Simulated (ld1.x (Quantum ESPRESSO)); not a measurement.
# bromine: excitation energies, all-electron against TM

```json
{
 "Element": "bromine (Br)",
 "Generator": "ld1.x (Quantum ESPRESSO) 7.5",
 "Type": "norm-conserving Troullier–Martins (Kleinman–Bylander form)",
 "Functional": "LDA (PZ)",
 "Relativity": "scalar-relativistic",
 "Frozen core": "[Ar] 3d10",
 "Valence charge": "7",
 "Reference configuration": "4s2 4p4.5 (charge +0.5)",
 "Partial waves": "4s (bound): rc 1.50 bohr; 4p (bound): rc 1.80 bohr; 4d channel at -0.05 Ry: rc 1.95 bohr",
 "Local potential": "the d channel",
 "Core correction": "none"
}
```

Energies are relative to the spin-unpolarised reference configuration 4s2 4p4.5; without spin polarisation the order of configurations can differ from experiment. Spin-polarised rows fill each open shell by Hund’s rule, majority spin first. The frozen-core shift is the all-electron ΔE with the core orbitals held at their reference shape minus the fully relaxed ΔE.

(1) Give the all-electron excitation energy and the error of the potential for: 4s2 4p5; 4s2 4p4; 4s2 4p3; 4s2 4p5.3; 4s2 4p1; 4s1 4p5; 4s2 4p2; 4s2 4p4.5 (spin-polarised); 4s2 4p5 (spin-polarised).

Answers

(1)

| valence configuration | charge | ΔE all-electron (eV) | error AE − PS (meV) | frozen-core shift (meV) |
| --- | --- | --- | --- | --- |
| 4s2 4p5 | 0 | -5.150 | -0.3 | -0.1 |
| 4s2 4p4 | +1 | 7.559 | -2.9 | +1.8 |
| 4s2 4p3 | +2 | 30.502 | -17 | +18 |
| 4s2 4p5.3 | -0.3 | -7.157 | -1.8 | +0.1 |
| 4s2 4p1 | +4 | 111.073 | +21 | +210 |
| 4s1 4p5 | +1 | 20.601 | -2.9 | +9.1 |
| 4s2 4p2 | +3 | 64.723 | -26 | +75 |
| 4s2 4p4.5 (spin-polarised) | +0.5 | -0.369 | +54 | +1.7 |
| 4s2 4p5 (spin-polarised) | 0 | -5.301 | +21 | +0.5 |

A variational frozen-core shift is positive and of second order in the change. This column holds negative values, so the frozen-core run of ld1.x carries numerical noise or an error of first order here, and the column gives no more than the rough size of the effect.
